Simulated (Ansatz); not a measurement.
A set of 12 reactions (silylene extrusion), with CCSD(T)/CBS values in kJ/mol:

```tsv
reaction	ΔE
`N=C[SiH](O)Br` → `C=N` + `O[Si]Br`	125.7
`CC(S)[SiH2]F` → `CCS` + `F[SiH]`	207.9
`F[SiH](S)[GaH2]` → `[SH][GaH2]` + `F[SiH]`	173.4
`F[SiH](S)[GaH2]` → `[GaH3]` + `F[Si]S`	161.3
`F[SiH2][Si](F)(Cl)Cl` → `F[Si]Cl` + `F[SiH2]Cl`	125.5
`N=C[SiH](O)Br` → `N=CO` + `[SiH]Br`	290.7
`[SiH3][CH]1[CH2][GeH2]1` → `[CH2]1[CH2][GeH2]1` + `[SiH2]`	250.6
`OC(O)(Cl)[SiH2]Cl` → `OC(O)Cl` + `[SiH]Cl`	180.1
`[SiH3][CH2][SnH3]` → `[CH3][SnH3]` + `[SiH2]`	240.9
`F[SiH2][Si](F)(Cl)Cl` → `Cl[Si]Cl` + `F[SiH2]F`	120.4
`C[SiH2]OCF` → `OCF` + `C[SiH]`	325.5
`CCBC[SiH3]` → `CBCC` + `[SiH2]`	248.9
```

Computed with Ansatz on PBE0-D4/def2-TZVP structures; ΔE is electronic, products minus reactants. CCSD(T)/CBS is the MP2 limit (def2-TZVPP, def2-QZVPP) plus CCSD(T) − MP2 in def2-TZVPP, frozen cores. This one scheme is used for every species. Functionals use def2-TZVPP. B3LYP here is the variant with VWN-RPA as its local correlation; programs differ in this. HSE06 is defined as in plane-wave codes. def2 core potentials past Kr. For Br, Ga, Ge, Sn outer-core shells are correlated without core-valence functions, which leaves a few kJ/mol of doubt a bond. Scalar relativity is left out up to krypton. One conformer a species, not always the lowest.

(1) Give the mean, mean absolute and largest difference (level minus CCSD(T)/CBS, kJ/mol) for: LDA (SPW92), revPBE-D4, B3LYP-D4, HSE06-D4, ωB97X-V, PBE, revPBE, BLYP, r2SCAN, PBE0, RPA@PBE/def2-TZVPP, HF/def2-SVP, CCSD/def2-SVP, MP2/def2-TZVPP. (Estimate.)

The largest T1 diagnostic in the set is 0.015, for `F[Si]S` (customary mark 0.02).

CCSD(T)/CBS is a level of theory with its own doubt, and the functionals carry their triple-zeta basis error, so these figures describe this set and don't rank the functionals.

Answers

(1) The calculation gave: 
```csv
level,mean,mean absolute,largest
LDA (SPW92),20.1,22.1,31.2
revPBE-D4,-5.5,8.2,-28.7
B3LYP-D4,-8.3,8.3,-19.1
HSE06-D4,7.9,10.0,18.6
ωB97X-V,7.6,8.0,15.9
PBE,-12.9,13.2,-38.8
revPBE,-28.2,28.2,-53.2
BLYP,-40.8,40.8,-56.0
r2SCAN,12.1,12.7,19.5
PBE0,-0.8,5.5,-21.3
RPA@PBE/def2-TZVPP,-23.5,23.5,-29.0
HF/def2-SVP,-25.1,25.1,-49.5
CCSD/def2-SVP,-23.4,23.4,-49.0
MP2/def2-TZVPP,10.0,10.0,15.1
```
